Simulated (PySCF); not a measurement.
An unknown is described by computed data only.

Formula: C6H7F3Si.

* 1H NMR: chemical shifts (computed TMS as zero) by class: 7.26 (1 H), 7.06 (1 H), 6.32 (1 H), 4.67 (2 H), 3.24 (2 H) ppm [GIAO PBE0/pcSseg-1]
* 13C NMR: chemical shifts (computed TMS as zero) by class: 155.8 (1 C), 155.0 (1 C), 143.3 (1 C), 136.7 (1 C), 135.3 (1 C), 44.6 (1 C) ppm [GIAO PBE0/pcSseg-1]
* Dipole: 2.26 D [PBE0/pcSseg-1]
* Rotational structure: rotational constants A, B, C: 2.462, 0.707, 0.628 GHz [GFN2-xTB]
* NMR, other nuclei: isotropic shieldings of nuclei other than C and H, by class: 252 (3 F), 394 (1 Si) ppm [GIAO PBE0/pcSseg-1]

Gas-phase values; electronic properties from PySCF, density fitting. Levels stand in brackets. Geometry: GFN2-xTB, one conformer, isolated molecule. NMR classes are plain means over equivalent atoms (diastereotopic ones count apart unless rotation or inversion swaps them), as if these changed places fast.

Problem. Give a SMILES that accounts for the data.

Solution. Numbering: `[F:1][C:2]([F:3])([F:4])[CH2:5][C:6]1=[CH:7][CH:8]=[CH:9][SiH2:10]1`. Its formula, C6H7F3Si, gives 3 degrees of unsaturation: 1 ring and 2 π bonds in the structure found. 6 carbons fall into 6 classes; from least to most shielded: alkene CH carbon [C8] (155.8 ppm), alkene CH carbon [C7] (155.0 ppm), fully substituted alkene carbon [C6] (143.3 ppm), alkene CH carbon [C9] (136.7 ppm), CF3 carbon [C2] (135.3 ppm), allylic carbon [C5] (44.6 ppm). Hydrogen classes from least to most shielded: 1 H on an alkene CH carbon, C8 (7.26 ppm), 1 H on an alkene CH carbon, C7 (7.06 ppm), 1 H on an alkene CH carbon, C9 (6.32 ppm), 2 H on an SiH2 silicon, Si10 (4.67 ppm), 2 H on an allylic carbon, C5 (3.24 ppm). The other shieldings belong to: 252 ppm, fluorine of a CF3 group [F1/F3/F4]; 394 ppm, SiH2 silicon [Si10]. The optimised geometry has point group C1 and is an asymmetric top. Structure: `FC(F)(F)CC1=CC=C[SiH2]1`. Computed isomers that give other values at the same levels: `CC1=C(C(F)(F)F)C=C[SiH2]1` (13C chemical shifts (computed TMS as zero) by class: 156.8 (1 C), 156.7 (1 C), 146.8 (1 C), 133.7 (1 C), 129.4 (1 C), 17.2 (1 C) ppm); `C#C[Si@@H]1CC[C@@H]1C(F)(F)F` (13C chemical shifts (computed TMS as zero) by class: 138.9 (1 C), 109.6 (1 C), 86.0 (1 C), 37.4 (1 C), 21.0 (1 C), 15.6 (1 C) ppm); `C#C[Si@@H]1CC[C@H]1C(F)(F)F` (13C chemical shifts (computed TMS as zero) by class: 139.1 (1 C), 108.0 (1 C), 87.5 (1 C), 38.4 (1 C), 21.5 (1 C), 15.0 (1 C) ppm). The assignments are read from this structure; whether some other isomer fits the data as well wasn't checked.

Shape of the structure used: `[F:1][C:2]([F:3])([F:4])[CH2:5][C:6]1=[CH:7][CH:8]=[CH:9][SiH2:10]1`: F1–C2–C5–C6 174°, C2–C5–C6–C7 -120°.
